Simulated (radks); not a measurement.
Task: Neutral phosphorus, [Ne] 3s2 3p3. Method: non-relativistic Kohn-Sham, LDA (Slater exchange, Perdew-Wang correlation), spin-polarised, spherical densities, point nucleus; computed with a radial shooting solver on a logarithmic mesh with Libxc functionals. Every spin shell is full or empty, so the densities are truly spherical. Functionals are evaluated on that one density, not self-consistently. Rank these orbital-free kinetic functionals by their error against the exact value of the orbitals, and give that value: Thomas-Fermi, von Weizsacker, TF + vW, APBEK, revAPBEK, Thakkar, Pearson, LKT, PG1, DePristo-Kress, Ernzerhof.

Result: Exact: 339.244 hartree. From best to worst, with 100 (|E| - |E exact|)/|E exact| (equal figures are ties): Thakkar -0.03, DePristo-Kress +0.05, Ernzerhof +0.12, APBEK +0.29, revAPBEK +0.66, Pearson -1.61, Thomas-Fermi -7.39, PG1 +25.34, LKT +31.24, von Weizsacker -38.24, TF + vW +54.38.
